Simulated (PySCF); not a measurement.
NICS in isomers of C8H12NP.

NICS is the negative of the GIAO shielding at a point without a nucleus: at the ring centre (0) and 1 Å above and below it (1); zz is the component along the ring normal. Level: GIAO PBE0/pcSseg-1 (PySCF, non-relativistic, gas phase) on the GFN2-xTB geometries, one conformer each. Atom numbers follow the mapped SMILES.

Problem. Order these rings by mean NICS(1)zz, lowest (most negative) first (ppm).
A. ring C2–C3–C4–P5–C6–C10 in `[CH3:1][c:2]1[cH:3][cH:4][p:5][c:6]([N:7]([CH3:8])[CH3:9])[cH:10]1`
B. ring C2–C3–P4–C5–N6 in `[CH3:1][c:2]1[cH:3][p:4][cH:5][n:6]1[CH:7]1[CH2:8][CH2:9][CH2:10]1`
C. ring C2–C3–C4–P5–C6–C7 in `[CH3:1][c:2]1[cH:3][cH:4][p:5][cH:6][c:7]1[N:8]([CH3:9])[CH3:10]`

Solution. B (-27.4), C (-24.6), A (-23.1).

| SMILES | ring | NICS(0) | NICS(1) | NICS(1)zz | HOMA | rms pucker (Å) | ring atoms with four or more neighbours |
| --- | --- | --- | --- | --- | --- | --- | --- |
| Cc1cpcn1C1CCC1 | 5-membered ring with N and P; formal bonds all aromatic | -12.4 | -11.1 | -27.4 | 0.87 | 0.01 | 0 |
| Cc1ccpcc1N(C)C | 6-membered ring with P; formal bonds all aromatic | -7.6 | -10.2 | -24.6 | 0.94 | 0.02 | 0 |
| Cc1ccpc(N(C)C)c1 | 6-membered ring with P; formal bonds all aromatic | -7.6 | -9.8 | -23.1 | 0.87 | 0.00 | 0 |

NICS(0) ties some rings at the printed digit and otherwise keeps the order. The isotropic NICS(1) gives the same order. HOMA uses Krygowski's 1993 parameters. NICS(1) and NICS(1)zz are means over the two faces.
